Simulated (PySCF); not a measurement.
Si(Cl)2(OH)2 (Cl₂H₂O₂Si), SMILES O[Si](O)(Cl)Cl. Heavy atoms are numbered as in [OH:1][Si:2]([OH:3])([Cl:4])[Cl:5]. Hydrogens are named by the atom that carries them.

The structure is a stationary point at PBE0-D3(BJ)/def2-SVP. Other conformers were not sampled.

Computed with PBE0/pcSseg-1 in PySCF.

GIAO shieldings, no solvent; atoms alike by connectivity are averaged. δ = σ(ref) − σ: ¹⁷O against H2O (σ = 334.2 ppm); ²⁹Si against TMS (σ = 352.7 ppm); ³⁵Cl against HCl (σ = 945.9 ppm); ¹H against TMS (σ = 31.56 ppm), references at their B3LYP-D3(BJ)/def2-TZVP geometries, non-relativistic (without spin–orbit terms, shifts of atoms bonded to Cl or Br come out too high).

| nucleus | atoms | count | δ (ppm) |
|---|---|---|---|
| ¹⁷O | O1 (OH) | 2 | 90.8 |
| ²⁹Si | Si2 | 1 | -25.2 |
| ³⁵Cl | Cl4 | 2 | 77.1 |
| ¹H | H on O1 | 2 | 2.77 |
